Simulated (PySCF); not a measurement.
Lowest empty level (eV) of eight boron compounds: PBE beside r2SCAN, computed with PySCF for isolated molecules in the bases named; differences from unrounded values. The eight are the first of their class met in an unordered collection, after screening for sound electronic states; none was chosen by its value. Each molecule has one DFT geometry for both levels.

```
molecule                                                  basis  r2SCAN    PBE  difference
----------------------------------------------------  ---------  ------  -----  ----------
C3H7BO2, SMILES COB(C)C=O                             def2-TZVP   -2.79  -2.96       -0.17
C₃H₅BO, SMILES C1C=CB1O                               def2-TZVP   -1.44  -1.69       -0.25
C₃H₇BFN, SMILES B(C)(/C=C\F)N                         def2-TZVP   -1.31  -1.51       -0.19
C₃H₇BF₂O, SMILES CC[C@@H](F)B(O)F                     def2-TZVP   -0.21  -0.68       -0.47
C2H6BFO2, SMILES FB(CO)CO                             def2-TZVP   -1.12  -1.51       -0.39
cyanomethylboronic acid (C₂H₄BNO₂), SMILES N#CCB(O)O  def2-TZVP   -0.24  -0.54       -0.31
C4H5BO, SMILES C#CB1COC1                              def2-TZVP   -2.74  -2.99       -0.25
C₃H₆BFO₂, SMILES COC(B(O)F)=C                         def2-TZVP   -1.34  -1.54       -0.19
```

PBE lies below r2SCAN in 8 and above it in 0 of the eight; the mean signed difference is -0.28 and the largest -0.47 eV.
